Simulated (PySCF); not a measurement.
## Partial charges of `C[C@@H]1COC[C@@H](F)[SiH2]1`

C5H11FOSi.
Atom-mapped SMILES: `[CH3:1][C@@H:2]1[CH2:3][O:4][CH2:5][C@@H:6]([F:7])[SiH2:8]1` (hydrogens: H9, H10, H11 on C1; H12 on C2; H13, H14 on C3; H15, H16 on C5; H17 on C6; H18, H19 on Si8)

Structure used (GFN2-xTB), in Å, numbered top down from 1:
```
atom  x, y, z in Å
C1     2.380   -0.406   -0.343
C2     0.894   -0.182   -0.603
C3     0.491    1.254   -0.238
O4    -0.853    1.550   -0.537
C5    -1.798    1.018    0.353
C6    -1.940   -0.502    0.315
F7    -2.603   -0.872   -0.850
Si8   -0.235   -1.385    0.349
H9     2.667   -1.413   -0.634
H10    2.983    0.302   -0.910
H11    2.610   -0.280    0.713
H12    0.711   -0.294   -1.677
H13    1.075    1.969   -0.826
H14    0.690    1.443    0.830
H15   -1.553    1.306    1.388
H16   -2.746    1.483    0.066
H17   -2.604   -0.811    1.130
H18    0.179   -1.478    1.756
H19   -0.358   -2.692   -0.290
```

Density: PBE0/pcSseg-1 (PySCF); schemes: Mulliken, IAO, Hirshfeld and ESP-fitted. One conformer (not necessarily the lowest) at the GFN2-xTB geometry, without solvent, vibrations or thermal averaging.

**Question.** What partial charge does each atom carry?

**Answer.** In e:

```tsv
atom	environment	Mulliken	IAO	Hirshfeld	ESP-fitted
C1	methyl carbon	-0.223	-0.415	-0.117	-0.586
C2	sp3 carbon bound to silicon	-0.608	-0.385	-0.116	+0.144
C3	sp3 carbon bound to oxygen	+0.114	-0.048	+0.002	-0.007
O4	cyclic ether oxygen	-0.506	-0.392	-0.144	-0.364
C5	sp3 carbon bound to oxygen	+0.063	-0.065	-0.009	-0.030
C6	sp3 C–F carbon	-0.099	-0.101	-0.033	+0.065
F7	alkyl fluorine	-0.342	-0.331	-0.127	-0.241
Si8	SiH2 silicon	+0.660	+0.728	+0.330	+0.285
H9	methyl hydrogen	+0.124	+0.144	+0.044	+0.159
H10	methyl hydrogen	+0.116	+0.139	+0.042	+0.144
H11	methyl hydrogen	+0.109	+0.135	+0.038	+0.141
H12	methine hydrogen	+0.157	+0.150	+0.040	+0.054
H13	methylene hydrogen	+0.123	+0.148	+0.045	+0.090
H14	methylene hydrogen	+0.091	+0.105	+0.029	+0.066
H15	methylene hydrogen	+0.094	+0.116	+0.036	+0.055
H16	methylene hydrogen	+0.132	+0.163	+0.049	+0.126
H17	methine hydrogen	+0.122	+0.142	+0.040	+0.070
H18	Si–H hydrogen	-0.071	-0.128	-0.079	-0.094
H19	Si–H hydrogen	-0.059	-0.105	-0.070	-0.077
```

Mean size of the charges over all atoms: IAO 0.207 e, Mulliken 0.201 e, ESP-fitted 0.147 e, Hirshfeld 0.073 e. Each set sums to the total charge, 0, to within 0.001 e. The Mulliken scheme gives each basis function's population to the atom it is centred on and halves the overlap population of two atoms between them.

Lowest charge. The schemes don't all agree: Mulliken C2 (-0.608); IAO C1 (-0.415); Hirshfeld O4 (-0.144); ESP-fitted C1 (-0.586).

Highest charge. All schemes agree: Mulliken Si8 (+0.660); IAO Si8 (+0.728); Hirshfeld Si8 (+0.330); ESP-fitted Si8 (+0.285).

**Question.** Sum the charges by element, for elements with more than one atom.

**Answer.** 
```
element  atoms  Mulliken     IAO  Hirshfeld  ESP-fitted
      C      5    -0.752  -1.015     -0.273      -0.414
      H     11    +0.939  +1.010     +0.214      +0.733
```

**Question.** How many electrons does the Hirshfeld scheme count on C3?

**Answer.** Z − q = 6 − (+0.002) = 5.998.
